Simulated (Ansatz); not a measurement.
Relaxation of CH3BN2 (7 atoms, charge 0, multiplicity 1), to a largest force component of 0.015 eV/Å in at most 40 steps.

All numbers below come from Ansatz 0.2.0, RKS B3LYP/6-31G*.

```xyz
7
Properties=species:S:1:pos:R:3
N -0.820 1.121 -0.124
B -0.162 -0.166 -0.331
C 0.858 -1.116 -0.032
N -0.007 -1.478 -0.899
H -1.493 1.047 0.674
H -0.137 1.877 0.132
H 1.823 -1.354 0.533
```

Where does it end, and by what steps?

The forces met the threshold. After 9 steps the energy has fallen by 1.164 eV; H5 moved furthest, 0.80 Å.

| step | energy less start (eV) | largest force component (eV/Å) | accepted |
| --- | --- | --- | --- |
| 0 | 0.0000 | 3.350 | yes |
| 1 | -0.5085 | 1.041 | yes |
| 2 | -0.8497 | 1.138 | yes |
| 3 | -1.0393 | 0.749 | yes |
| 4 | -1.1009 | 0.729 | yes |
| 5 | -1.0645 | 2.224 | no |
| 6 | -1.1582 | 0.278 | yes |
| 7 | -1.1582 | 0.131 | no |
| 8 | -1.1636 | 0.033 | yes |
| 9 | -1.1636 | 0.013 | yes |

```xyz
7
Properties=species:S:1:pos:R:3
N -0.736 1.097 0.108
B -0.042 -0.097 -0.038
C 1.036 -1.076 -0.053
N -0.147 -1.505 -0.402
H -1.726 1.173 -0.078
H -0.303 1.958 0.407
H 1.979 -1.618 0.010
```

Whether the end is a true minimum wasn't checked by a vibrational analysis.

Run time: 18 s on 1 thread of Arm Neoverse V2, on a shared host, peak memory 0.13 GiB.
